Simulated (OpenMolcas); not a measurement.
Au5+ (d6) among equal point charges was computed by CASSCF with the d shell active (OpenMolcas, ANO-RCC-VDZP on the metal). Its lowest spin-free states, and all those of the highest spin:

```json
{"2S+1": "5", "Degeneracy": "1", "E (cm-1)": "0.0"}
{"2S+1": "5", "Degeneracy": "2", "E (cm-1)": "325.9"}
{"2S+1": "5", "Degeneracy": "1", "E (cm-1)": "3919"}
{"2S+1": "5", "Degeneracy": "1", "E (cm-1)": "6144"}
{"2S+1": "3", "Degeneracy": "2", "E (cm-1)": "20423"}
{"2S+1": "3", "Degeneracy": "1", "E (cm-1)": "21048"}
{"2S+1": "3", "Degeneracy": "1", "E (cm-1)": "21248"}
{"2S+1": "3", "Degeneracy": "2", "E (cm-1)": "21494"}
{"2S+1": "3", "Degeneracy": "1", "E (cm-1)": "21848"}
{"2S+1": "3", "Degeneracy": "1", "E (cm-1)": "22412"}
{"2S+1": "3", "Degeneracy": "1", "E (cm-1)": "22547"}
{"2S+1": "3", "Degeneracy": "2", "E (cm-1)": "22564"}
```

Task: Is the site octahedral, tetrahedral or cube-like, axial, or of lower symmetry?

Result: The states with 2S+1 = 5 have orbital degeneracies 1, 2, 1, 1. There are pairs but no triples, so the site is axial: not cubic, but with a proper or improper axis of order three or more. The run had Au5+ among 5 point charges of -1.5 e arranged as a square pyramid (C4v), 2.37 Å from the ion, with the axial distance 2.678 Å.

Spin-orbit coupling mixes the spin-free states strongly: the lowest level takes only 43 % from its leading state, 2S+1 = 5. Without dynamic correlation the repulsion within the d shell is too large (B by tens of per cent), so at a given field states of lower spin stand too high. Point charges give a weaker field than real ligands, and real ions of this kind are as a rule low spin; the high spin found here belongs to the model. This is an electrostatic model: the charges have no orbitals. An unlabelled pair can be two single states that coincide in this model. No measured value stands beside these numbers.
